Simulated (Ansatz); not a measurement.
Geometry optimisation, RKS PBE/def2-SVP in Ansatz 0.2.0.

input.yaml

```yaml
crystal:
  periodic: [false, false, false]
  atoms:
    - { symbol: Ge, position_ang: [0.0, 0.0, 0.0] }
    - { symbol: H, position_ang: [0.0, 0.0, 1.55] }
    - { symbol: F, position_ang: [1.5842, 0.0, -0.5594] }
    - { symbol: Ge, position_ang: [-1.1304, 1.9584, -0.7992] }
    - { symbol: H, position_ang: [-2.6003, 1.6043, -1.1405] }
    - { symbol: H, position_ang: [-1.1048, 3.0541, 0.2968] }
    - { symbol: H, position_ang: [-0.4177, 2.4843, -2.0712] }
    - { symbol: F, position_ang: [-0.7913, -1.3709, -0.5594] }
basis:
  gaussian: { orbitals: def2-SVP }
hamiltonian:
  xc: pbe
relax:
  f_tol: 0.02
  max_steps: 40
```

Launched with:

```bash
$ ansatz run input.yaml --threads 4 --pin off --max-ram 5120MiB --backend cpu --events-out ev --progress --plain --runs-dir out
```

Problem. Where does it end, and by what steps?

Solution. It converged. After 13 steps the energy has fallen by 0.282 eV; H7 moved furthest, 0.51 Å.

| step | energy less start (eV) | largest force component (eV/Å) | accepted |
| --- | --- | --- | --- |
| 0 | 0.0000 | 2.410 | yes |
| 1 | -0.2027 | 1.085 | yes |
| 2 | -0.2586 | 0.286 | yes |
| 3 | -0.2634 | 0.048 | yes |
| 4 | -0.2698 | 0.061 | yes |
| 5 | -0.2665 | 0.306 | no |
| 6 | -0.2713 | 0.184 | yes |
| 7 | -0.2765 | 0.126 | yes |
| 8 | -0.2781 | 0.089 | yes |
| 9 | -0.2801 | 0.074 | yes |
| 10 | -0.2812 | 0.056 | yes |
| 11 | -0.2818 | 0.047 | yes |
| 12 | -0.2819 | 0.040 | yes |
| 13 | -0.2820 | 0.013 | yes |

```xyz
8
Properties=species:S:1:pos:R:3
Ge -0.051 0.036 0.083
H -0.247 -0.417 1.557
F 1.680 0.234 -0.150
Ge -1.171 2.004 -0.823
H -2.703 1.805 -0.721
H -0.749 3.248 -0.005
H -0.748 2.165 -2.301
F -0.471 -1.345 -0.922
```

Whether the end is a true minimum wasn't checked by a vibrational analysis.

Run time: 13 s on 4 threads of Arm Neoverse V2 (shared host), peak memory 0.17 GiB.
